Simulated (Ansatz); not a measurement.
Reaction (SMILES): B=O (HBO) → H atom + [B]=O (the B-H bond at the site shown breaks; other sites are not compared here)
Geometries: B3LYP-D3(BJ)/def2-TZVP minima from Ansatz (a program for electronic structure).

Wanted: bond dissociation energy (electronic energy difference), in kJ/mol. Cores are frozen in the correlated levels unless marked. UHF or UKS for open shells. No spin-orbit coupling. Non-relativistic. CBS marks a two-point X^-3 extrapolation of the correlation energy; Hartree-Fock from the larger set (for Q and 5 zeta extrapolated as (X+1)exp(-9√X)).

| level | program | bond dissociation energy (kJ/mol) |
|---|---|---|
| HF/def2-TZVPP | Ansatz | 387.9 |
| PBE0/6-31G* | Ansatz | 476.1 |
| B2GP-PLYP-D4/def2-TZVPD | Ansatz + dftd4 | 482.3 |
| SCS-MP2/cc-pVQZ | Ansatz | 496.6 |

Problem. What does CCSD(T)/CBS(cc-pVQZ,cc-pV5Z) (Ansatz) give?

Solution. 485.1 kJ/mol
